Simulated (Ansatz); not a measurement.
`C[NH][Ga]([SH])[Cl]` → `[SH][Ga][Cl]`• + `C[NH]`• at 298.15 K and 1 bar (homolysis of the Ga–N bond).

Gas-phase electronic energies from Ansatz, PBE0-D4/def2-TZVP geometries. CCSD(T)/CBS is the MP2 limit (def2-TZVPP, def2-QZVPP) plus CCSD(T) − MP2 in def2-TZVPP, frozen cores. No spin–orbit coupling; open shells (•) take unrestricted orbitals. For Ga outer-core shells are correlated without core-valence functions, which leaves a few kJ/mol of doubt a bond. Scalar relativity is left out up to krypton. One conformer a species, not always the lowest.

```json
{"species": "`C[NH][Ga]([SH])[Cl]`", "CCSD(T)/CBS energy (Eh)": "-2877.36911", "H − E (kJ/mol)": "195.1", "S (J/(mol·K))": "392.9"}
{"species": "`[SH][Ga][Cl]`•", "CCSD(T)/CBS energy (Eh)": "-2782.14693", "H − E (kJ/mol)": "41.7", "S (J/(mol·K))": "318.9"}
{"species": "`C[NH]`•", "CCSD(T)/CBS energy (Eh)": "-95.07984", "H − E (kJ/mol)": "140.0", "S (J/(mol·K))": "244.9"}
```

H − E and S are ideal-gas, rigid-rotor, harmonic terms from PBE0-D4/def2-TZVP, for one conformer and one mirror image of each species, with the whole ground term of open shells counted as degenerate. 1 Eh = 2625.50 kJ/mol, R = 8.31446 J/(mol·K).

Problem. By hand: ΔE, ΔH, ΔS and ΔG.

Solution. ΔE = (-2782.14693) + (-95.07984) − (-2877.36911) = 0.14234 Eh = 373.7 kJ/mol. Δ(H − E) = 41.7 + 140.0 − 195.1 = -13.4, so ΔH = 360.3 kJ/mol. ΔS = 318.9 + 244.9 − 392.9 = 170.9 J/(mol·K). ΔG = 360.3 − 298.15 × (170.9)/1000 = 309.3 kJ/mol.

Problem. By hand: the equilibrium constant, and the temperature at which ΔG would vanish if ΔH and ΔS stayed fixed.

Solution. log₁₀ K = −ΔG/(RT ln 10) = -54.2. ΔG = 0 at ΔH/ΔS = 2108 K.

The number of gas molecules changes by +1, which sets the sign of ΔS. A doubt of 5 kJ/mol in ΔE shifts log₁₀ K by 0.9 here. Other conformers and mirror images would add mixing entropy, several J/(mol·K) or more a flexible species. These are equilibria of isolated gas molecules and say nothing of rates. Largest T1 diagnostic: 0.015 (customary marks: 0.02 for closed shells, 0.045 for open ones).
